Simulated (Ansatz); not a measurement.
`CBNC[SiH3]` + `CB(C)N` → `CB(C)N[SiH3]` + `CBNC`  (ligand exchange at the Si–C bond)

Isolated molecules relaxed with PBE0-D4/def2-TZVP in Ansatz; ΔE leaves out vibrations. CBS: MP2 limit from def2 TZ/QZ plus the TZ coupled-cluster correction, frozen cores. DFT in def2-TZVPP. Each species was taken in one conformer, which may not be the lowest.

```tsv
level	ΔE (kcal/mol)
r2SCAN-D4	-12.4
ωB97M-V	-12.6
SCS-MP2/def2-QZVPP	-14.0
MP2/CBS(def2)	-13.6
```

(1) What does CCSD(T)/CBS give? (An estimate is asked.)

Largest T1 diagnostic among the species: 0.012.

## Answers

(1) The calculation gave: -13.1 kcal/mol. The listed levels differ from it by 0.7, 0.5, -0.9, -0.5 kcal/mol.

From PBE to PBE0 (25 % exact exchange), in def2-TZVPP and without D4, ΔE moves by −1.1 kcal/mol. In def2-TZVPP, CCSD(T) changes the Hartree–Fock value by +2.2 kcal/mol (the triples alone add +0.3 kcal/mol) and MP2 by +1.8 kcal/mol.
